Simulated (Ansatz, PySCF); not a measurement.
Reaction (SMILES): C1CS1 + 2 C (CH4) + S (H2S) → CC (C2H6) + 2 CS (CH4S)
Geometries: B3LYP-D3(BJ)/def2-TZVP minima from Ansatz (a first-principles code).

Quantity: bond separation energy (enthalpy at 298 K, with B3LYP-D3(BJ) rigid-rotor harmonic-oscillator terms from PySCF), in kcal/mol. Cores are frozen in the correlated levels unless marked. Spin-orbit coupling is left out. Non-relativistic. CBS(X,Y): correlation extrapolated as X^-3; Hartree-Fock from the larger set. The bracket is a focal-point correction in the basis named.

```json
[
 {"level": "HF-D4/def2-TZVPD", "program": "PySCF + dftd4", "bond separation energy (kcal/mol)": "-14.5"}
]
```

Problem. Estimate the value at RI-MP2/CBS(cc-pV(T+d)Z,cc-pV(Q+d)Z)+[CCSD(T)-MP2]/cc-pV(T+d)Z as computed with Ansatz.

Solution. -9.4 kcal/mol, so HF-D4/def2-TZVPD differs from it by -5.1 kcal/mol.
